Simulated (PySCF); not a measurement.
## `COC[Si@H](P)O[SiH3]`, C₂H₁₁O₂PSi₂

Geometry (Å), atoms numbered from 1 in this order:
```xyz
18

C    -2.1251    1.0935   -1.0349
O    -0.9973    0.3004   -0.7693
C    -1.0346   -0.3311    0.4925
Si    0.6704   -1.1771    0.6696
P     1.1966   -1.3589    2.8374
O     1.7585   -0.1661    0.0425
Si    1.8339    1.1026   -0.9918
H    -1.9768    1.5346   -2.0186
H    -2.2347    1.8908   -0.2890
H    -3.0411    0.4893   -1.0379
H    -1.8747   -1.0365    0.5372
H    -1.1963    0.4145    1.2850
H     0.7048   -2.3944   -0.1492
H     2.2682   -2.2039    2.6195
H     0.3325   -2.4130    3.0831
H     1.1418    2.2388   -0.3924
H     1.2845    0.7119   -2.2821
H     3.2807    1.3110   -1.0399
```

Method used: PySCF, GIAO B3LYP/pcSseg-1 magnetisability, rotational g tensor and spin-rotation constants, non-relativistic, gas phase. Geometry: GFN2-xTB.

(1) Give the nuclear spin-rotation constants along the inertial axes (H = +C I·J) beside the isotropic shieldings.

(2) How do the rotational constants and the g tensor change when H8, H9, H10, H11, H12, H13, H14, H15, H16, H17, H18 are replaced by deuterium?

## Answers

(1) Rotational constants 1.7759, 0.9612, 0.6788 GHz. A star marks the isotopologue with that one atom substituted, in its own axes.
| atom | isotope | Caa (kHz) | Cbb (kHz) | Ccc (kHz) | mean (kHz) | σ (ppm) |
| --- | --- | --- | --- | --- | --- | --- |
| P5 | 31P | 1.612 | 0.751 | 0.698 | 1.020 | 594.7 |
| H8 | 1H | 0.021 | -0.060 | -0.068 | -0.036 | 27.8 |
| H9 | 1H | -0.173 | -0.108 | 0.030 | -0.083 | 28.6 |
| H10 | 1H | -0.176 | 0.025 | -0.060 | -0.070 | 28.4 |
| H11 | 1H | -0.192 | 0.029 | -0.061 | -0.074 | 28.6 |
| H12 | 1H | -0.193 | -0.102 | 0.032 | -0.088 | 28.7 |
| H13 | 1H | -0.148 | -0.085 | 0.042 | -0.064 | 26.1 |
| H14 | 1H | -0.122 | -0.071 | -0.048 | -0.080 | 30.6 |
| H15 | 1H | -0.170 | -0.033 | -0.064 | -0.089 | 31.3 |
| H16 | 1H | -0.150 | -0.066 | 0.018 | -0.066 | 27.1 |
| H17 | 1H | -0.041 | -0.083 | -0.010 | -0.044 | 26.9 |
| H18 | 1H | -0.147 | 0.047 | -0.060 | -0.053 | 27.0 |
| C1 | 13C* | 0.326 | 0.226 | 0.162 | 0.238 | 116.3 |
| O2 | 17O* | -0.152 | -0.049 | -0.034 | -0.078 | 321.0 |
| C3 | 13C* | 0.286 | 0.252 | 0.178 | 0.238 | 111.7 |
| Si4 | 29Si* | -1.127 | -0.598 | -0.453 | -0.726 | 343.3 |
| O6 | 17O* | -0.156 | -0.083 | -0.018 | -0.085 | 316.4 |
| Si7 | 29Si* | -0.983 | -0.584 | -0.419 | -0.662 | 380.8 |

For the geometry as given, no vibrational averaging.

(2) Constants 1.5069, 0.8471, 0.5989 GHz; g -0.0189, -0.0117, -0.0090, against -0.0219, -0.0133, -0.0102 before.
